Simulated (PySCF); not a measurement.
NMR problem set

PySCF 2.14 calculation with coordinates at the GFN2-xTB level and PBE0/pcSseg-1 with gauge-including orbitals; one conformer, relativity neglected, rapidly exchanging positions averaged, in vacuum.

Referencing at the same level of theory: ¹H, ¹³C against TMS. Splittings of carbon signals by F and P are missing where no couplings were computed. Where no couplings were computed, multiplicities follow the n + 1 count of equivalent neighbours, and m marks all less simple cases (inequivalent or close neighbours, rings, F or P nearby). Shifts are as computed. Against solution values, carbons near 30 ppm lie about +3 ppm off and those near 130 ppm about +5 ppm; carbons on Cl a further +6 ppm. Of 1211 compounds with measured shifts, 218 miss one by over three times the rms of a fit or turn the order of signals round; such compounds aren't used in these exercises. Carbons bonded to Cl come out too deshielded.

Task: C$_{8}$H$_{11}$P. ¹H NMR (500 MHz, computed): δ 9.07 (m, 1H), 8.02 (m, 1H), 7.63 (m, 1H), 2.86 (m, 2H), 2.50 (s, 3H), 1.83 (t, 3H). ¹³C{¹H} NMR (computed): δ 185.4 (C), 162.1 (CH), 146.8 (C), 136.5 (CH), 136.5 (CH), 33.6 (CH2), 25.5 (CH3), 16.8 (CH3). Give a structure.

Result: `InChI=1S/C8H11P/c1-3-8-7(2)5-4-6-9-8/h4-6H,3H2,1-2H3`. 8 carbon signals for 8 carbons: no two carbons are equivalent. Carbon types of the structure: 2 × C, 3 × CH, 1 × CH2, 2 × CH3, which accounts for all hydrogens. δC 185.4, 146.8: substituted aromatic carbon. δC 162.1, 136.5, 136.5: aromatic CH. δC 16.8: methyl carbon; saturated and bonded to C and H only. δH 9.07, 8.02, 7.63: hydrogen on an aromatic CH; ring-current deshielding.

The data come from this structure; uniqueness wasn't tested.

Task: C$_{8}$H$_{11}$P. ¹H NMR (400 MHz, computed): δ 7.67 (m, 2H), 7.42 (m, 2H), 4.13 (m, 1H), 2.47 (s, 3H), 1.32 (m, 3H). ¹³C{¹H} NMR (computed): δ 143.9 (C), 142.6 (C), 138.0 (CH), 134.4 (CH), 24.0 (CH3), 14.0 (CH3). Identify the compound.

Result: `c1(PC)ccc(C)cc1`. 6 carbon signals for 8 carbons: some carbons are equivalent by symmetry or fast rotation. Carbon types of the structure: 2 × C, 4 × CH, 2 × CH3, leaving 1 H on heteroatoms. δC 143.9, 142.6: substituted aromatic carbon. δC 138.0, 134.4: aromatic CH; the aromatic region. δC 24.0: methyl carbon on an aromatic ring; a saturated carbon with 1 carbon neighbour and no heteroatom attached. δH 2.47: hydrogen on a methyl carbon on an aromatic ring; benzylic-type position, deshielded by the ring.

The data come from this structure; uniqueness wasn't tested.

Task: C$_{5}$H$_{5}$Cl$_{3}$. ¹H NMR (400 MHz, computed): δ 3.35 (s, 2H), 2.06 (s, 3H). ¹³C{¹H} NMR (computed): δ 123.4 (C), 90.7 (C), 79.5 (C), 49.2 (CH2), 4.6 (CH3). Identify the compound.

Result: `InChI=1S/C5H5Cl3/c1-2-3-4-5(6,7)8/h4H2,1H3`. Rings plus π bonds: 2 (no ring in the answer). 5 carbon signals for 5 carbons: no two carbons are equivalent. Carbon types of the structure: 3 × C, 1 × CH2, 1 × CH3, which accounts for all hydrogens. δC 123.4: fully substituted sp3 carbon bonded to 3 Cl; 3 electronegative neighbours deshield it. δC 90.7, 79.5: alkyne carbon; the triple bond shields along its axis, which puts it between sp3 and sp2 carbons. δC 49.2: propargylic sp3 CH2; aliphatic region, no heteroatom directly attached. δC 4.6: propargylic methyl carbon; saturated and bonded to C and H only.

The shifts were computed for this structure.
